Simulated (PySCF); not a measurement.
**Manganese: a sound run and one with changed settings**

Sound run: Mn [Ar] 3d5 4s2, Mn⁺ [Ar] 3d5 4s1. Calculation: PySCF 2.14, in cc-pVTZ-DK (7s6p4d2f1g, 68 functions); the spin-free X2C one-electron Hamiltonian (Gaussian nucleus). The sound run starts from symmetry-adapted Hartree-Fock orbitals and uses a fine grid where one is needed.

A second run was set up differently.

```
species  method  sound run (hartree)  changed run (hartree)  converged
     Mn     UHF          -1157.38328            -1157.38328        yes
     Mn     LDA          -1156.11632            -1156.11628        yes
     Mn   B3LYP          -1158.58208            -1158.58147        yes
    Mn⁺     UHF          -1157.16198            -1157.16198        yes
    Mn⁺     LDA          -1155.83787            -1155.83784        yes
    Mn⁺   B3LYP          -1158.30358            -1158.30297        yes
```

Ionisation energy of Mn:

```csv
method,sound run (eV),changed run (eV)
UHF,6.022,6.022
LDA,7.577,7.577
B3LYP,7.578,7.578
```

Question: What was changed?
A. basis contracted for another Hamiltonian
B. radial grid too coarse
C. a valence shell is frozen
D. all electrons correlated in a valence basis

Answer: B. It used radial step 0.3 in ln r (0.13 in the sound run). A coarse radial grid mis-integrates the density and the exchange-correlation energy, with errors of either sign; Hartree-Fock needs no grid.
